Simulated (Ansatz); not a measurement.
Ansatz (a program for electronic structure) input (B3LYP-D3(BJ)/def2-TZVP):

Ansatz 0.2 input:
```yaml
crystal:
  periodic: [false, false, false]
  atoms:
    - {symbol: C, position_ang: [-2.56198286, 0.05753583, -0.38844115]}
    - {symbol: C, position_ang: [-1.28144615, -0.63322418, -0.12899469]}
    - {symbol: C, position_ang: [-0.02953146, 0.06903181, -0.01122084]}
    - {symbol: O, position_ang: [0.02950273, 1.29426185, -0.12324829]}
    - {symbol: C, position_ang: [1.21501168, -0.76549955, 0.25702860]}
    - {symbol: C, position_ang: [2.48839542, 0.05833401, 0.36601850]}
    - {symbol: H, position_ang: [-2.40906304, 1.13178973, -0.47155074]}
    - {symbol: H, position_ang: [-3.02605074, -0.31156164, -1.31029119]}
    - {symbol: H, position_ang: [-3.28341644, -0.14165414, 0.41234371]}
    - {symbol: H, position_ang: [-1.27738419, -1.71290903, -0.02189599]}
    - {symbol: H, position_ang: [1.04397723, -1.34173457, 1.17306031]}
    - {symbol: H, position_ang: [1.30013477, -1.51084446, -0.54148795]}
    - {symbol: H, position_ang: [3.34756726, -0.58590836, 0.55792392]}
    - {symbol: H, position_ang: [2.41377900, 0.78598512, 1.17412941]}
    - {symbol: H, position_ang: [2.67175459, 0.61567498, -0.55258775]}
basis:
  gaussian:
    orbitals: def2-TZVP
hamiltonian:
  xc: b3lyp
  dispersion: d3bj
magnetization: {spin_polarized: true, initial_magnetization: 1}
phonons: {temperatures: {t_min: 298.15, t_max: 298.15, t_step: 100}}
```

Output:

```
Functional definition: B3LYP
integrals: 0.17 GiB planned
1447 factors; their error is unknown
0.32 GiB of the device are held for the grids
1.30 GiB of device memory are held for the factors and their scratch space
mean field: 1.56 GiB planned
mean field evaluation 1: about -7367.3731 eV, gradient 5.6e1 eV
mean field evaluation 2: about -7357.5972 eV, gradient 7.2e1 eV
mean field evaluation 4: about -7380.8328 eV, gradient 5.3e0 eV
mean field evaluation 8: about -7380.9455 eV, gradient 2.0e-1 eV
mean field evaluation 16: about -7380.9206 eV, gradient 6.8e-3 eV
mean field -7380.92064182 eV, -271.2438306193 hartree, gradient 2.4e-5 eV, S^2 0.761452; 0 other end points of the search recorded, 0 dependent functions left out
the calculation of the forces begins
reference -7380.92095290 eV, -271.2438420512 hartree; 24, 23 occupied and 216, 217 virtual orbitals, 1447 factors
these checks for a lower state are left out or cut short: stability, starts, cluster_reference, orbital_swaps, neighbouring_geometries, increment
integrals: 0.17 GiB planned
1447 factors; their error is unknown
0.32 GiB of the device are held for the grids
1.30 GiB of device memory are held for the factors and their scratch space
mean field: 1.56 GiB planned
mean field -7380.92044185 eV, -271.2438232703 hartree, gradient 2.3e-6 eV, S^2 0.761436; 0 other end points of the search recorded, 0 dependent functions left out
the calculation of the forces begins
reference -7380.92075300 eV, -271.2438347050 hartree; 24, 23 occupied and 216, 217 virtual orbitals, 1447 factors
these checks for a lower state are left out or cut short: stability, starts, cluster_reference, orbital_swaps, neighbouring_geometries, increment
integrals: 0.17 GiB planned
1447 factors; their error is unknown
0.32 GiB of the device are held for the grids
1.30 GiB of device memory are held for the factors and their scratch space
mean field: 1.56 GiB planned
mean field evaluation 32: about -7380.9428 eV, gradient 5.5e-4 eV
mean field -7380.92054348 eV, -271.2438270052 hartree, gradient 2.4e-6 eV, S^2 0.761469; 0 other end points of the search recorded, 0 dependent functions left out
the calculation of the forces begins
reference -7380.92085448 eV, -271.2438384343 hartree; 24, 23 occupied and 216, 217 virtual orbitals, 1447 factors
these checks for a lower state are left out or cut short: stability, starts, cluster_reference, orbital_swaps, neighbouring_geometries, increment
integrals: 0.17 GiB planned
1447 factors; their error is unknown
0.32 GiB of the device are held for the grids
1.30 GiB of device memory are held for the factors and their scratch space
mean field: 1.55 GiB planned
mean field -7380.92048303 eV, -271.2438247837 hartree, gradient 2.6e-6 eV, S^2 0.761452; 0 other end points of the search recorded, 0 dependent functions left out
the calculation of the forces begins
reference -7380.92079410 eV, -271.2438362155 hartree; 24, 23 occupied and 216, 217 virtual orbitals, 1447 factors
these checks for a lower state are left out or cut short: stability, starts, cluster_reference, orbital_swaps, neighbouring_geometries, increment
integrals: 0.17 GiB planned
1447 factors; their error is unknown
0.32 GiB of the device are held for the grids
1.30 GiB of device memory are held for the factors and their scratch space
mean field: 1.56 GiB planned
mean field -7380.92047945 eV, -271.2438246523 hartree, gradient 2.6e-6 eV, S^2 0.761452; 0 other end points of the search recorded, 0 dependent functions left out
[...]
the calculation of the forces begins
reference -7380.92086033 eV, -271.2438386494 hartree; 24, 23 occupied and 216, 217 virtual orbitals, 1447 factors
these checks for a lower state are left out or cut short: stability, starts, cluster_reference, orbital_swaps, neighbouring_geometries, increment
integrals: 0.17 GiB planned
1447 factors; their error is unknown
0.32 GiB of the device are held for the grids
1.30 GiB of device memory are held for the factors and their scratch space
mean field: 1.56 GiB planned
mean field evaluation 352: about -7380.9206 eV, gradient 1.5e-6 eV
mean field -7380.92059798 eV, -271.2438290079 hartree, gradient 2.3e-6 eV, S^2 0.761452; 0 other end points of the search recorded, 0 dependent functions left out
the calculation of the forces begins
reference -7380.92090911 eV, -271.2438404419 hartree; 24, 23 occupied and 216, 217 virtual orbitals, 1447 factors
these checks for a lower state are left out or cut short: stability, starts, cluster_reference, orbital_swaps, neighbouring_geometries, increment
integrals: 0.17 GiB planned
1447 factors; their error is unknown
0.32 GiB of the device are held for the grids
1.30 GiB of device memory are held for the factors and their scratch space
mean field: 1.56 GiB planned
mean field -7380.92054304 eV, -271.2438269891 hartree, gradient 2.3e-6 eV, S^2 0.761452; 0 other end points of the search recorded, 0 dependent functions left out
the calculation of the forces begins
reference -7380.92085406 eV, -271.2438384189 hartree; 24, 23 occupied and 216, 217 virtual orbitals, 1447 factors
these checks for a lower state are left out or cut short: stability, starts, cluster_reference, orbital_swaps, neighbouring_geometries, increment
integrals: 0.17 GiB planned
1447 factors; their error is unknown
0.32 GiB of the device are held for the grids
1.30 GiB of device memory are held for the factors and their scratch space
mean field: 1.56 GiB planned
mean field -7380.92061049 eV, -271.2438294679 hartree, gradient 2.3e-6 eV, S^2 0.761453; 0 other end points of the search recorded, 0 dependent functions left out
the calculation of the forces begins
reference -7380.92092156 eV, -271.2438408993 hartree; 24, 23 occupied and 216, 217 virtual orbitals, 1447 factors
these checks for a lower state are left out or cut short: stability, starts, cluster_reference, orbital_swaps, neighbouring_geometries, increment
integrals: 0.17 GiB planned
1447 factors; their error is unknown
0.32 GiB of the device are held for the grids
1.30 GiB of device memory are held for the factors and their scratch space
mean field: 1.56 GiB planned
mean field -7380.92061254 eV, -271.2438295430 hartree, gradient 2.3e-6 eV, S^2 0.761451; 0 other end points of the search recorded, 0 dependent functions left out
the calculation of the forces begins
reference -7380.92092363 eV, -271.2438409754 hartree; 24, 23 occupied and 216, 217 virtual orbitals, 1447 factors
these checks for a lower state are left out or cut short: stability, starts, cluster_reference, orbital_swaps, neighbouring_geometries, increment
integrals: 0.17 GiB planned
1447 factors; their error is unknown
0.32 GiB of the device are held for the grids
1.30 GiB of device memory are held for the factors and their scratch space
mean field: 1.56 GiB planned
mean field -7380.92065394 eV, -271.2438310646 hartree, gradient 2.3e-6 eV, S^2 0.761453; 0 other end points of the search recorded, 0 dependent functions left out
the calculation of the forces begins
reference -7380.92096504 eV, -271.2438424971 hartree; 24, 23 occupied and 216, 217 virtual orbitals, 1447 factors
these checks for a lower state are left out or cut short: stability, starts, cluster_reference, orbital_swaps, neighbouring_geometries, increment
integrals: 0.17 GiB planned
1447 factors; their error is unknown
0.32 GiB of the device are held for the grids
1.30 GiB of device memory are held for the factors and their scratch space
mean field: 1.56 GiB planned
mean field evaluation 384: about -7380.9423 eV, gradient 4.4e-1 eV
mean field -7380.92059787 eV, -271.2438290041 hartree, gradient 2.3e-6 eV, S^2 0.761451; 0 other end points of the search recorded, 0 dependent functions left out
the calculation of the forces begins
reference -7380.92090893 eV, -271.2438404354 hartree; 24, 23 occupied and 216, 217 virtual orbitals, 1447 factors
these checks for a lower state are left out or cut short: stability, starts, cluster_reference, orbital_swaps, neighbouring_geometries, increment
integrals: 0.17 GiB planned
1447 factors; their error is unknown
0.32 GiB of the device are held for the grids
1.30 GiB of device memory are held for the factors and their scratch space
mean field: 1.56 GiB planned
mean field -7380.92060057 eV, -271.2438291032 hartree, gradient 2.3e-6 eV, S^2 0.761453; 0 other end points of the search recorded, 0 dependent functions left out
the calculation of the forces begins
reference -7380.92091167 eV, -271.2438405360 hartree; 24, 23 occupied and 216, 217 virtual orbitals, 1447 factors
these checks for a lower state are left out or cut short: stability, starts, cluster_reference, orbital_swaps, neighbouring_geometries, increment
integrals: 0.17 GiB planned
1447 factors; their error is unknown
0.32 GiB of the device are held for the grids
1.30 GiB of device memory are held for the factors and their scratch space
mean field: 1.56 GiB planned
mean field -7380.92057594 eV, -271.2438281980 hartree, gradient 2.3e-6 eV, S^2 0.761452; 0 other end points of the search recorded, 0 dependent functions left out
the calculation of the forces begins
reference -7380.92088699 eV, -271.2438396290 hartree; 24, 23 occupied and 216, 217 virtual orbitals, 1447 factors
these checks for a lower state are left out or cut short: stability, starts, cluster_reference, orbital_swaps, neighbouring_geometries, increment
integrals: 0.17 GiB planned
1447 factors; their error is unknown
0.32 GiB of the device are held for the grids
1.30 GiB of device memory are held for the factors and their scratch space
mean field: 1.56 GiB planned
mean field -7380.92059307 eV, -271.2438288277 hartree, gradient 2.3e-6 eV, S^2 0.761453; 0 other end points of the search recorded, 0 dependent functions left out
the calculation of the forces begins
reference -7380.92090419 eV, -271.2438402611 hartree; 24, 23 occupied and 216, 217 virtual orbitals, 1447 factors
these checks for a lower state are left out or cut short: stability, starts, cluster_reference, orbital_swaps, neighbouring_geometries, increment
integrals: 0.17 GiB planned
1447 factors; their error is unknown
0.32 GiB of the device are held for the grids
1.30 GiB of device memory are held for the factors and their scratch space
mean field: 1.56 GiB planned
mean field evaluation 416: about -7380.9206 eV, gradient 6.1e-3 eV
mean field -7380.92056418 eV, -271.2438277661 hartree, gradient 2.3e-6 eV, S^2 0.761451; 0 other end points of the search recorded, 0 dependent functions left out
the calculation of the forces begins
reference -7380.92087522 eV, -271.2438391965 hartree; 24, 23 occupied and 216, 217 virtual orbitals, 1447 factors
Total energy: -7381.42124781 eV, -271.2622275499 hartree
Atom 0 at    -2.561983     0.057536    -0.388441 Å, force    -0.000339     0.000096    -0.000060 eV/Å
Atom 1 at    -1.281446    -0.633224    -0.128995 Å, force     0.000076     0.000363    -0.000025 eV/Å
Atom 2 at    -0.029531     0.069032    -0.011221 Å, force     0.000268    -0.000891     0.000128 eV/Å
Atom 3 at     0.029503     1.294262    -0.123248 Å, force    -0.000093     0.000381    -0.000051 eV/Å
Atom 4 at     1.215012    -0.765500     0.257029 Å, force    -0.000230     0.000370    -0.000071 eV/Å
Atom 5 at     2.488395     0.058334     0.366019 Å, force    -0.000181     0.000064    -0.000033 eV/Å
Atom 6 at    -2.409063     1.131790    -0.471551 Å, force    -0.000050    -0.000286     0.000021 eV/Å
Atom 7 at    -3.026051    -0.311562    -1.310291 Å, force     0.000178     0.000062     0.000263 eV/Å
Atom 8 at    -3.283416    -0.141654     0.412344 Å, force     0.000248     0.000016    -0.000207 eV/Å
Atom 9 at    -1.277384    -1.712909    -0.021896 Å, force     0.000007     0.000065    -0.000005 eV/Å
Atom 10 at     1.043977    -1.341735     1.173060 Å, force     0.000020    -0.000060    -0.000068 eV/Å
Atom 11 at     1.300135    -1.510844    -0.541488 Å, force    -0.000002    -0.000045     0.000081 eV/Å
Atom 12 at     3.347567    -0.585908     0.557924 Å, force     0.000004     0.000047    -0.000004 eV/Å
Atom 13 at     2.413779     0.785985     1.174129 Å, force     0.000063    -0.000101    -0.000092 eV/Å
Atom 14 at     2.671755     0.615675    -0.552588 Å, force     0.000031    -0.000080     0.000124 eV/Å
Dipole moment:    -0.187722    -0.584481     0.029603 e Å
Vibrations: 42.00 101.11 136.86 199.30 217.27 318.58 423.51 512.86 629.79 657.56 802.16 803.79 973.33 987.18 1030.23 1063.88 1082.89 1133.91 1185.45 1280.34 1355.89 1391.25 1418.27 1428.87 1461.23 1472.81 1486.37 1492.15 1499.12 1612.45 3001.00 3013.34 3031.45 3035.68 3046.60 3108.76 3114.54 3128.14 3158.80 cm⁻¹, zero-point energy 3.461558 eV
```

It need not be the lowest isomer of its formula.
